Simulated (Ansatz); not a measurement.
CH₈GeO₂Si, SMILES `O[SiH](O)[CH2][GeH3]`. The species carries charge 0 and has multiplicity 1. The structure was optimised at the PBE0-D4/def2-TZVP level. It is one conformer, not always the lowest.

```xyz
13

O     0.997    0.310   -1.623
Si   -0.520    0.254   -1.002
O    -1.494   -0.503   -2.096
C    -0.368   -0.650    0.599
Ge    1.027    0.060    1.782
H     1.095    0.609   -2.528
H    -1.075    1.621   -0.781
H    -2.377   -0.151   -2.212
H    -0.148   -1.704    0.407
H    -1.323   -0.606    1.132
H     2.417   -0.344    1.272
H     0.832   -0.493    3.206
H     0.937    1.596    1.843
```

What is the dipole moment at B3LYP/def2-TZVPP? (An estimate is asked.)

The calculation gave: 1.95 D, with components (-1.66, 0.57, -0.85) D in this frame, pointing from negative to positive charge.

And with PBE, r2SCAN, ωB97M-V? (Best estimate.)

The calculation gave: PBE 1.87 D, r2SCAN 1.92 D, ωB97M-V 1.92 D.

Give the Mulliken charges with B3LYP, PBE, r2SCAN in def2-TZVPP. (Estimate.)

Ansatz gave: 
```csv
atom,B3LYP,PBE,r2SCAN
O1,-0.39,-0.35,-0.41
Si2,0.63,0.51,0.65
O3,-0.40,-0.35,-0.42
C4,-0.35,-0.31,-0.33
Ge5,0.12,0.10,0.12
H6,0.18,0.18,0.20
H7,-0.13,-0.13,-0.13
H8,0.18,0.18,0.20
H9,0.11,0.11,0.10
H10,0.10,0.10,0.08
H11,-0.01,-0.01,-0.01
H12,-0.02,-0.02,-0.03
H13,-0.02,-0.02,-0.02
```

B3LYP here is the variant with VWN-RPA as its local correlation; programs differ in this.
